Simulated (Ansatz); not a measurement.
Abridged output of a molecular run in Ansatz:

```
Functional definition: HF
1423 factors; integrals over basis functions are off by at most 1.2e-3 eV
mean field evaluation 1: about -9438.7531 eV, gradient 3.2e1 eV
mean field evaluation 2: about -9438.8891 eV, gradient 3.2e1 eV
mean field evaluation 4: about -9442.0941 eV, gradient 3.5e0 eV
mean field evaluation 8: about -9442.1505 eV, gradient 1.3e-1 eV
mean field -9442.15068558 eV, -346.9926375756 hartree, gradient 2.6e-6 eV, S^2 0.000000; 0 other end points of the search recorded, 0 dependent functions left out
8 core orbitals not correlated: weight in the atoms' cores, before any rotation towards them, 1.000 or more for the frozen orbitals, at most 0.000 for the correlated occupied ones
reference -9442.15068558 eV, -346.9926375756 hartree; 11, 11 occupied and 228, 228 virtual orbitals, 1423 factors
second order -14.50859199 eV of doubles, -0.00000000 eV of singles
cycle   1  -15.55575448 eV  change    -1.0e0 eV  update   8.5e-2
cycle   2  -16.03056330 eV  change   -4.7e-1 eV  update   2.7e-2
cycle   3  -16.07989765 eV  change   -4.9e-2 eV  update   9.9e-3
cycle   4  -16.07542979 eV  change    4.5e-3 eV  update   3.2e-3
cycle   5  -16.07512346 eV  change    3.1e-4 eV  update   1.3e-3
cycle   6  -16.07495249 eV  change    1.7e-4 eV  update   4.8e-4
cycle   7  -16.07486265 eV  change    9.0e-5 eV  update   1.7e-4
cycle   8  -16.07490479 eV  change   -4.2e-5 eV  update   6.9e-5
cycle   9  -16.07491292 eV  change   -8.1e-6 eV  update   2.3e-5
perturbative correction -0.56802057 eV, -0.0208743709 hartree
Total energy: -9458.79361908 eV, -347.6042541004 hartree
```

Its atoms:

Z-matrix (Å, degrees):
```
C
C 1 1.523
H 1 1.095 2 111.0
H 1 1.093 2 112.6 3 120.2
H 1 1.094 2 111.0 3 -119.5
B 2 1.558 1 118.8 3 56.6
H 2 1.105 1 110.4 3 -62.6
H 2 1.100 1 111.2 3 -175.7
Al 6 2.131 2 125.8 1 -6.9
H 6 1.207 2 115.1 1 174.8
H 9 1.597 6 121.5 2 93.4
H 9 1.597 6 121.7 2 -87.7
```

**Question.** Which basis set was used?
A. def2-TZVPPD
B. cc-pV(Q+d)Z
C. def2-SVPD
D. def2-TZVPP

**Answer.** D. It gives 247 functions.

**Question.** Write the keys of the input that set method, charge and spin (a neutral closed shell needs none for the last two).

**Answer.** 
```yaml
correlation: {method: ccsd_t}
```
